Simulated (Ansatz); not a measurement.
Job for Ansatz (a program for electronic structure): U-wB97M-V/def2-TZVPP on HF-, 2S+1 = 2, a spin state set in the input, which need not be the lowest, a point of a bond scan (R = 1.210 Å). Charge -1.

Ansatz 0.2 input:
```yaml
crystal:
  periodic: [false, false, false]
  atoms:
    - {symbol: H, position_ang: [0.00000000, 0.00000000, 0.00000000]}
    - {symbol: F, position_ang: [0.00000000, 0.00000000, 1.21029600]}
basis:
  gaussian:
    orbitals: def2-TZVPP
    pivot_positions_ang: [[0.00000000, 0.00000000, 0.00000000], [0.00000000, 0.00000000, 1.21029600]]
hamiltonian:
  xc: {name: wB97M-V}
total_charge: -1
magnetization: {spin_polarized: true, initial_magnetization: 1}
output: {forces: true, orbitals: {seedname: ./end}}
```

The log:

```
WARN ansatz: RAYON_NUM_THREADS=2 ignored (pool sized by the plan → 2); use --threads N
Functional definition: wB97M-V
integrals: 0.01 GiB planned
215 factors; their error is unknown
integrals: 0.04 GiB planned
51 factors; integrals over basis functions are off by at most 1.9e-5 eV
mean field: 0.13 GiB planned
mean field evaluation 1: about -2723.8095 eV, gradient 5.0e1 eV
mean field evaluation 2: about -2722.8223 eV, gradient 6.0e1 eV
mean field evaluation 4: about -2731.0724 eV, gradient 5.8e-1 eV
mean field evaluation 8: about -2731.0890 eV, gradient 1.3e-2 eV
mean field -2731.08903754 eV, -100.3656709311 hartree, gradient 8.4e-5 eV, S^2 0.750700; 0 other end points of the search recorded, 0 dependent functions left out
the calculation of the forces begins
reference -2731.08905957 eV, -100.3656717404 hartree; 6, 5 occupied and 39, 40 virtual orbitals, 215 factors
Total energy: -2731.08905957 eV, -100.3656717404 hartree
Atom 0 at     0.000000     0.000000     0.000000 Å, force     0.000000     0.000000    -0.190331 eV/Å
Atom 1 at     0.000000     0.000000     1.210296 Å, force     0.000000    -0.000000     0.190331 eV/Å
Dipole moment:    -0.000000     0.000000     0.513108 e Å
```

Self-consistency was reached.

Cost: about 0.7 core-seconds (a rough figure).
